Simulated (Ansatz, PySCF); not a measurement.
Isomers of CH4Si: 1 is [SiH2]=C, 2 is C[SiH]; one conformer of each (the lowest of an xTB search), B3LYP-D3(BJ)/def2-TZVP minima.
Isomer 1 (charge 0, multiplicity 1):
```xyz
6

C     -0.9216    -0.0324    -0.0318
Si     0.7772     0.0273     0.0269
H     -1.5409     0.7742     0.3386
H     -1.4558    -0.8795    -0.4421
H      1.6282    -1.0653    -0.4748
H      1.5129     1.1757     0.5833
```
Isomer 2 (charge 0, multiplicity 1):
```xyz
6

C     -0.523    -0.011     0.088
Si     1.252    -0.028     0.770
H     -0.683     0.896    -0.507
H     -1.288    -0.064     0.863
H     -0.663    -0.848    -0.606
H      1.907     0.055    -0.608
```

No zero-point or thermal terms.

Frozen-core correlation. CBS(a, b) extrapolates the correlation energy as X⁻³ and adds the Hartree–Fock energy of set b.

Run with Ansatz (a first-principles code); PySCF for the dispersion terms. Values without a source in brackets are computed.

PBE/def2-TZVPP gives 3.26 kcal/mol for the electronic energy of isomer 2 less that of isomer 1.

Q: Where do these levels fall relative to PBE: PBE-D3(BJ)/def2-TZVPP, r2SCAN/def2-TZVPP, PBE0/def2-TZVPP, wB97M-V/def2-TZVPP, B2PLYP/def2-TZVPP, MP2/CBS(cc-pV(T+d)Z, cc-pV(Q+d)Z), CCSD(T)/CBS(cc-pV(T+d)Z, cc-pV(Q+d)Z).

A: PBE-D3(BJ)/def2-TZVPP 0.03; r2SCAN/def2-TZVPP 2.11; PBE0/def2-TZVPP -1.45; wB97M-V/def2-TZVPP -3.09; B2PLYP/def2-TZVPP 0.04; MP2/CBS(cc-pV(T+d)Z, cc-pV(Q+d)Z) 1.68; CCSD(T)/CBS(cc-pV(T+d)Z, cc-pV(Q+d)Z) -0.17 kcal/mol. 4 of 7 lie above PBE; the widest gap is to wB97M-V/def2-TZVPP.
